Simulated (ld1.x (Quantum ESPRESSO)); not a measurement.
**Varying the TM potential for boron (B)**

Base potential:

B, norm-conserving Troullier–Martins (Kleinman–Bylander form), made with ld1.x (Quantum ESPRESSO) 7.5 (PBE, scalar-relativistic). Core [He], reference 2s2 2p1. Waves: 2s (bound): rc 1.00 bohr; 2p (bound): rc 2.40 bohr; 3d channel at -0.05 Ry: rc 2.30 bohr. Local part: all-electron potential smoothed inside 1.50 bohr (lloc = -1). Core correction: Bessel-smoothed model core inside 0.95 bohr.

All-electron outer shells of the reference configuration (PBE, scalar-relativistic, ld1.x):

```tsv
shell	level (eV)	outermost node (bohr)	outermost maximum (bohr)
1s	-180.59	–	0.21
2s	-9.44	0.46	1.52
2p	-3.61	–	1.57
```

Cutoffs, loose and tight: the cutoffs (Ry, on a coarse ladder) from which the occupation-weighted sum of valence levels, in a spherical-Bessel basis at the reference potential, stays within 10 and 1 mRy of its value at 400 Ry. They do not see the model core or the augmentation charge, which bear on the density cutoff. Test errors are all-electron minus pseudo excitation energies from the reference, over the configurations 2s2 2p0; 2s1 2p0; 2s2 2p0.5; 2s0 2p3; 2s2 2p1.3; 2s1 2p2; 2s1 2p1. A dash means not determined; rows that change the core or the reference have their own tests.

| change | outcome | cutoff, loose | cutoff, tight | bound ghosts | largest test error (meV) |
| --- | --- | --- | --- | --- | --- |
| base | generated | 55 Ry | 140 Ry | none | +156 |
| local potential the p channel | generated | 55 Ry | 140 Ry | none | +142 |
| local potential all-electron potential smoothed inside 2.38 bohr (lloc = -1) | generated | 55 Ry | 140 Ry | none | +127 |
| wave 2p (bound): rc 2.40 bohr becomes 2p (bound): rc 2.54 bohr | generated | 55 Ry | 140 Ry | none | +187 |
| wave 3d channel at -0.05 Ry: rc 2.30 bohr becomes 3d channel at -0.05 Ry: rc 3.42 bohr | generated | 55 Ry | 140 Ry | none | +156 |
| wave 3d channel at -0.05 Ry: rc 2.30 bohr becomes 3d channel at 0.08 Ry: rc 2.30 bohr | generated | 55 Ry | 140 Ry | none | +156 |
| core correction Bessel-smoothed model core inside 0.48 bohr | generated | 55 Ry | 140 Ry | none | +122 |
| functional LDA (PZ) | generated | 55 Ry | 140 Ry | none | +124 |
| core correction Bessel-smoothed model core inside 1.00 bohr | generated | 55 Ry | 140 Ry | none | +163 |

What comes out with this change to the base: wave 2s (bound): rc 1.00 bohr becomes 2s (bound): rc 1.22 bohr?

outcome: generated; cutoff, loose: 21 Ry; cutoff, tight: 55 Ry; bound ghosts: none; largest test error (meV): +160.

What comes out with this change to the base: all radii but the core radius scaled by about 0.94 (s 0.94, p 2.26, d 2.16 bohr); local potential all-electron potential smoothed inside 1.40 bohr (lloc = -1)?

outcome: generated; cutoff, loose: 70 Ry; cutoff, tight: 160 Ry; bound ghosts: none; largest test error (meV): +141.

What comes out with this change to the base: all radii but the core radius scaled by about 0.84 (s 0.84, p 2.02, d 1.94 bohr); local potential all-electron potential smoothed inside 1.26 bohr (lloc = -1)?

outcome: generated; cutoff, loose: 110 Ry; cutoff, tight: 180 Ry; bound ghosts: none; largest test error (meV): +120.
